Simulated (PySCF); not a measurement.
**Basis and Hamiltonian dependence of the excitation energy of Xe**

Xe [Xe] (1S) → Xe [Kr] 4d10 5s1 5p6 6s1, s spin flipped. Calculated with PySCF 2.14 from differences of total energies of unrestricted determinants, without spin-orbit coupling. Values in eV.

| basis | Hamiltonian | functions | UHF | PBE | PBE0 | MP2 (valence) |
| --- | --- | --- | --- | --- | --- | --- |
| aug-cc-pVDZ-PP with ECP28MDF | ECP | 32 | 0.000 | 0.000 | 0.000 | 0.000 |
| aug-cc-pVTZ-PP with ECP28MDF | ECP | 55 | 0.000 | 0.000 | 0.000 | 0.000 |
| def2-QZVPPD with the def2 core potential (28 electrons) | ECP | 91 | 0.000 | 0.000 | 0.000 | 0.000 |
| aug-cc-pwCVTZ-PP with ECP28MDF | ECP | 96 | 0.000 | 0.000 | 0.000 | 0.000 |
| aug-cc-pVQZ-DK3 | spin-free X2C | 102 | 0.000 | 0.000 | 0.000 | 0.000 |

Frozen in the all-electron rows: valence: [Kr] 4d10; with a core potential, the same shells as far as they lie outside it.

In the upper determinant the s electron has its spin opposite to the other open shell, which mixes two multiplicities.
